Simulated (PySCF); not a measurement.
CsSe₂: from structure and modes to constants

Level of theory: UPBE in PySCF with Cs def2-SVP with ECP46, Se def2-SVP; scalar-relativistic core potentials, no spin–orbit coupling; density-fitted integrals.

The doublet minimum has C2v symmetry. Masses (u): Cs 132.90545, Se 79.91652.

```xyz
3
charge 0 multiplicity 2, angstrom
Cs   -0.1015    0.0000   -1.7335
Se   -1.0723    0.0000    1.5092
Se    1.2410    0.0000    1.3738
```

Harmonic wavenumbers (cm⁻¹): 97.0 (b2, ×1), 120.6 (a1, ×1), 306.5 (a1, ×1).

**Question.** Find the vibrational entropy and heat capacity at 298.15 K.

**Answer.** With u = 1.43878 ω/T, each mode gives S = R[u/(eᵘ−1) − ln(1−e⁻ᵘ)] and C = R u² eᵘ/(eᵘ−1)².
```json
{"ω (cm⁻¹)": "97.0", "u": "0.468", "S (J/(mol K))": "14.70", "C (J/(mol K))": "8.16"}
{"ω (cm⁻¹)": "120.6", "u": "0.582", "S (J/(mol K))": "12.93", "C (J/(mol K))": "8.08"}
{"ω (cm⁻¹)": "306.5", "u": "1.479", "S (J/(mol K))": "5.78", "C (J/(mol K))": "6.95"}
```
The sums over all modes are S = 33.4 and C = 23.2 J/(mol K); the softest mode gives 44 % of the entropy.

**Question.** Give the standard entropy (298.15 K, 1 bar) by its translational, rotational, vibrational and spin parts, and Cp.

**Answer.** Sackur–Tetrode with M = 292.74 u gives 179.7; rotation with symmetry number 2 gives 121.0; vibration 33.4; spin R ln 2 = 5.8. The total is 339.9 J/(mol K), and Cp = 4 R + 23.2 = 56.5 J/(mol K).

Other isomers or separated fragments may lie lower. Spin–orbit coupling, left out here, can matter for elements this heavy.
